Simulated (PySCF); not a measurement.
# Computed structure and properties of CeF4

System: CeF4 (singlet); start: template (Td). Method: PySCF 2.14.0, RKS PBE0, Ce lcecp-2-SVP with ECP46, F def2-SVP; non-relativistic Hamiltonian with scalar-relativistic core potentials where named; density fitting; no spin-orbit coupling.

Input of the relaxation:

```python
mol = gto.M(atom='''
Ce    -0.00000    -0.00000     0.00000
F      1.18540     1.18540     1.18540
F     -1.18540    -1.18540     1.18540
F      1.18540    -1.18540    -1.18540
F     -1.18540     1.18540    -1.18540''',
    basis={'Ce': 'lcecp-2-SVP', 'F': 'def2-SVP'},
    ecp={'Ce': 'lcecp-2-SVP'},
    charge=0, spin=0)
mf = dft.RKS(mol, xc='PBE0')
mf.grids.atom_grid = (50, 194)  # f atoms: unpruned, at least (60, 302)
mf = mf.density_fit()  # fitting sets: Ce AutoAux, F def2-universal-JKFIT
mf.conv_tol = 1e-08; mf.max_cycle = 55
mf.kernel(dm0)  # dm0: converged density of the start geometry
# quasi-Newton relaxation in Cartesian coordinates to a largest gradient under 0.00045 Eh/bohr, steps kept in the point group
```

Run from Python with OMP_NUM_THREADS=2; the lines above give its settings. Where DIIS fails, smearing, a level shift and second-order steps follow.
It took 7.5 s on 2 threads of Arm Neoverse V2, on a shared host, from the converged density of the start.

Course of the relaxation:

```csv
step,energy above end (eV),largest force component within the symmetry (eV/Å)
0,0.0229,0.326
1,0.0001,0.028
2,0.0000,0.001
```

Relaxed geometry (Td):

```xyz
5

Ce    0.0000    0.0000    0.0000
F     1.1736    1.1736    1.1736
F    -1.1736   -1.1736    1.1736
F     1.1736   -1.1736   -1.1736
F    -1.1736    1.1736   -1.1736
```

```csv
contact,Å
Ce1–F2 (F),2.033
Ce1–F3 (F),2.033
Ce1–F4 (F),2.033
Ce1–F5 (F),2.033
```

On the finer grid (75, 302):

| Property | Result |
| --- | --- |
| HOMO | not given (4f levels lie in the core) |
| LUMO | not given (4f levels lie in the core) |
| Dipole about the centre of mass | 0.00 D |
| Set of Mulliken populations of Ce1 outside the core potential | s 2.10, p 6.18, d 1.78, f 0.21 |
| D3(BJ) dispersion energy (not in the energies) | -0.058 eV |

```
atom  Mulliken (e)  Löwdin (e)  spin (e)
 Ce1          1.73        1.37      0.00
  F2         -0.43       -0.34      0.00
  F3         -0.43       -0.34      0.00
  F4         -0.43       -0.34      0.00
  F5         -0.43       -0.34      0.00
```

The large-core potential holds the 4f shell empty.

On the grid (50, 194), as all that follows. Harmonic modes: a minimum; lowest 120 cm⁻¹ (negative: unstable), highest 642 cm⁻¹, zero-point energy 0.194 eV.

Taking off one F (charge -1, singlet; the rest: singlet) in vacuum, both parts rigid, costs 12.62 eV; the small basis without counterpoise inflates it. Most of it is the attraction of opposite charges; other ways to part are cheaper, and one spin state was tried for the rest.

Rigid scan of F along the line from its metal:

(distance to F2 (Å), energy (eV)): (1.73, 1.734), (1.83, 0.658), (1.93, 0.141), (2.03, 0.000), (2.13, 0.106), (2.23, 0.368), (2.43, 1.132), (2.73, 2.418), (3.13, 3.906), (3.63, 5.247)

One start shape was tried, so this needn't be the lowest isomer.
